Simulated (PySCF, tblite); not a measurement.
Compound: C3H9ClOSi2.
Geometry (GFN2-xTB, Å), atoms numbered from 1 in this order:
```xyz
16
C3H9ClOSi2 angstrom
C      1.4651    0.0069   -1.7956
C      1.5063    0.5256   -0.5764
Si     0.0928    0.4107    0.6793
O     -1.3257    0.0126   -0.0130
C     -2.0543    0.7110   -0.9774
Si     0.2551   -1.3681    2.1272
Cl     1.9173   -1.0963    3.2594
H      0.5902   -0.5083   -2.1614
H      2.2930    0.0670   -2.4864
H      2.4203    1.0176   -0.2647
H      0.0147    1.7618    1.2743
H     -1.4159    1.0284   -1.8037
H     -2.5162    1.5966   -0.5353
H     -2.8354    0.0508   -1.3558
H      0.4225   -2.6948    1.5227
H     -0.8375   -1.5125    3.0955
```

The calculation used B3LYP/def2-SVPD in PySCF (dipole) on a GFN2-xTB geometry, gas phase.

Take the most abundant isotopes and a rigid rotor. The values belong to one conformer with, in the numbering `[CH2:1]=[CH:2][Si@@H:3]([O:4][CH3:5])[SiH2:6][Cl:7]`, C1–C2–Si3–O4 -17°, C2–Si3–O4–C5 -62°, C2–Si3–Si6–Cl7 64°.

Task: What are A, B and C (MHz)?

Result: Ia = 218.84, Ib = 642.04, Ic = 784.05 u·Å²; 505379 MHz·u·Å²/I gives A = 2309, B = 787.1, C = 644.6 MHz.

Task: What kind of rotor is it?

Result: An asymmetric top; Ray's κ = -0.829.

Task: What does the inertial defect say?

Result: Not planar: Δ = Ic − Ia − Ib = -76.83 u·Å². For a rigid frame Δ = −2 Σ m c², so Σ m c² = 38.41 u·Å² lies off the ab plane: 13.20 from hydrogen and 25.22 from heavier atoms. The atom farthest from that plane is 2.02 Å away.

Task: Give the other two planar moments, Paa and Pbb, and the rms extents of the mass along the axes.

Result: Paa = Σ m a² = (Ib + Ic − Ia)/2 = 603.62 and Pbb = Σ m b² = (Ia + Ic − Ib)/2 = 180.43 u·Å². With the mass M = 151.99 u, the rms extents √(P/M) along a, b and c are 1.99, 1.09, 0.50 Å.

Task: List the rotational levels J(Ka,Kc) to J = 5 (cm⁻¹).

Result: Above 0(0,0):
J = 1: 1(0,1) 0.0478, 1(1,1) 0.0985, 1(1,0) 0.1033
J = 2: 2(0,2) 0.1430, 2(1,2) 0.1893, 2(1,1) 0.2036, 2(2,1) 0.3559, 2(2,0) 0.3562
J = 3: 3(0,3) 0.2850, 3(1,3) 0.3252, 3(1,2) 0.3538, 3(2,2) 0.4991, 3(2,1) 0.5007, 3(3,1) 0.7651, 3(3,0) 0.7651
J = 4: 4(0,4) 0.4729, 4(1,4) 0.5062, 4(1,3) 0.5536, 4(2,3) 0.6899, 4(2,2) 0.6946, 4(3,2) 0.9567, 4(3,1) 0.9568, 4(4,1) 1.3282, 4(4,0) 1.3282
J = 5: 5(0,5) 0.7057, 5(1,5) 0.7318, 5(1,4) 0.8028, 5(2,4) 0.9280, 5(2,3) 0.9387, 5(3,3) 1.1965, 5(3,2) 1.1968, 5(4,2) 1.5677, 5(4,1) 1.5677, 5(5,1) 2.0454, 5(5,0) 2.0454
The levels of one J sum to (2J + 1)J(J + 1)(A + B + C)/3.

Task: Which lines would a microwave search look for?

Result: The dipole components are |μa| = 2.78 D, |μb| = 0.15 D, |μc| = 0.05 D. Intensities carry the squares of the components, which stand as 1.00 : 0.00 : 0.00 (a : b : c). Some lines, for components of 0.1 D or more:

```csv
type,branch,"J(Ka,Kc)",MHz,lower level (cm⁻¹)
b,Q,"2(1,1) ← 2(0,2)",1817,0.143
b,Q,"3(1,2) ← 3(0,3)",2062,0.285
b,R,"1(1,1) ← 0(0,0)",2954,0.000
b,R,"2(1,2) ← 1(0,1)",4243,0.048
a,R,"3(1,2) ← 2(1,1)",4503,0.204
b,Q,"2(2,1) ← 2(1,2)",4994,0.189
a,R,"4(0,4) ← 3(0,3)",5634,0.285
b,R,"2(2,0) ← 1(1,1)",7725,0.099
b,R,"3(3,0) ← 2(2,1)",12269,0.356
b,R,"4(3,2) ← 3(2,1)",13670,0.501
b,R,"4(3,1) ← 3(2,2)",13721,0.499
```

Task: Estimate the classical rotational partition function at 10 K, 25 K and 500 K.

Result: Point group C1, symmetry number σ = 1; q = (√π/σ)·√((kT/h)³/(ABC)), k/h = 20836.6 MHz/K: 4930 at 10 K, 19500 at 25 K, 1740000 at 500 K.

Its GFN2-xTB frequencies are all real (lowest 25 cm⁻¹). No vibrational averaging or centrifugal distortion is included, and the geometry carries the error of its method. A rigid rotor knows nothing of internal rotation, which can split or shift real lines. Quadrupole hyperfine structure (35Cl) is left out.
